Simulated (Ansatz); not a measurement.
Na5⁻, relaxed as a singlet with RKS PBE0/def2-SVPD in Ansatz, starting from the GFN2-xTB geometry. Force threshold 0.02 eV/Å.

The restricted singlet is unstable towards broken spin symmetry in Hartree–Fock (as tested in another run); at PBE0/def2-SVPD this wasn't settled. Another isomer (singlet) lies 0.08 eV lower at PBE0/def2-TZVPD; other spin states weren't run for this one.

Start:

```xyz
5

Na    0.1922   -0.2877    3.4981
Na    2.3032   -1.3767   -2.0265
Na   -0.8327   -1.2485   -1.3568
Na    0.9884    1.5144    1.3904
Na   -2.6510    1.3985   -1.5052
```

(1) Estimate the energy that the relaxation releases and the steps that it takes.

(2) Does the start keep its bonding and symmetry?

(3) Predict the relaxed structure.

## Answers

(1) 0.45 eV, in 16 steps; 30 s on 4 threads of Arm Neoverse V1 on a shared host. The force fell under the threshold at step 15, but the optimiser went on. No frequencies were taken in this run, so the end may be a saddle point.

(2) Bonds formed: Na2–Na4, Na3–Na4, Na4–Na5 (atoms count from 1). Point group Cs at the start, Cs at the end, both within 0.05 Å.

(3) 
```xyz
5

Na    0.6901    0.5025    4.1002
Na    2.5289   -1.6734   -1.4720
Na   -0.4418   -0.3107   -2.5814
Na    0.1541    0.1022    0.8492
Na   -2.9312    1.3794   -0.8961
```
Bond lengths (bridged metal pairs left out): 6 × Na–Na 3.32 to 3.77 Å.
